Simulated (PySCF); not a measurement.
Isomers of C7H11NO, from PBE0-D3(BJ)/def2-SVP geometry optimisation, gas phase in PySCF 2.14.0. One conformer each, no zero-point energy, no frequencies.

Problem. Which is lower in electronic energy at this level?
A. `[CH2:1]=[C:2]=[CH:3][CH2:4][C:5](=[O:6])[N:7]([CH3:8])[CH3:9]` with C2–C3–C4–C5 -124°, C3–C4–C5–O6 -101°, C4–C5–N7–C8 -179°: A = 2824, B = 985.0, C = 785.7 MHz, dipole 3.50 D
B. `[CH3:1][O:2][C@@H:3]1[CH2:4][CH2:5][CH2:6][C@H:7]1[C:8]#[N:9]` with C1–O2–C3–C4 -171°, O2–C3–C4–C5 -107°, C3–C4–C5–C6 -35°, C4–C5–C6–C7 43°, C5–C6–C7–C8 -161°: A = 1853, B = 1659, C = 970.1 MHz, dipole 3.09 D

Solution. B. That is `C1C[C@@H](C#N)[C@H](OC)C1`, 17.7 kcal/mol below the other.

| SMILES | mapped SMILES | E (Eh) | relative (kcal/mol) | relative (kJ/mol) | dipole (D) |
| --- | --- | --- | --- | --- | --- |
| CO[C@@H]1CCC[C@H]1C#N | [CH3:1][O:2][C@@H:3]1[CH2:4][CH2:5][CH2:6][C@H:7]1[C:8]#[N:9] | -402.56625 | 0.0 | 0.0 | 3.09 |
| C=C=CCC(=O)N(C)C | [CH2:1]=[C:2]=[CH:3][CH2:4][C:5](=[O:6])[N:7]([CH3:8])[CH3:9] | -402.53799 | 17.7 | 74.2 | 3.50 |

As drawn, the lower has a C≡N group, which the higher lacks; the higher has a C=O bond, cumulated double bonds and a C(=O)–N unit, which the lower lacks.
